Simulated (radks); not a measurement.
The numbers below are computed, except where a source is named.
Q: Valence configurations of I3+ (all share [Kr]). Code: a radial shooting solver on a logarithmic mesh with Libxc functionals. Model: scalar-relativistic Kohn-Sham, LDA (Slater exchange, Perdew-Wang correlation), spin-polarised, spherical densities, finite nucleus; open shells are filled with parallel spins first (spin-orbit coupling, left out, can overturn this in heavy ions); Fermi nuclear charge, rms radius 4.75 fm. Order these by energy: 4d10 5s1.5 5p2.5; 4d10 5s0.5 5p3.5; 4d8 5s2 5p4; 4d10 5s1 5p3; 4d10 5s2 5p2; 4d8 5s1 5p5; 4d9.5 5s2 5p2.5; 4d10 5p4; 4d9 5s2 5p3.

A: From the lowest, in eV above it: 4d10 5s2 5p2 0.000; 4d10 5s1.5 5p2.5 5.111; 4d10 5s1 5p3 9.789; 4d10 5s0.5 5p3.5 17.479; 4d9.5 5s2 5p2.5 23.993; 4d10 5p4 24.730; 4d9 5s2 5p3 49.055; 4d8 5s2 5p4 104.95; 4d8 5s1 5p5 118.38. NIST lists [Kr] 4d10 5s2 5p2 as the ground configuration; this level of theory agrees among the configurations tried. The energies are those of spherical high-spin densities, not of single terms.
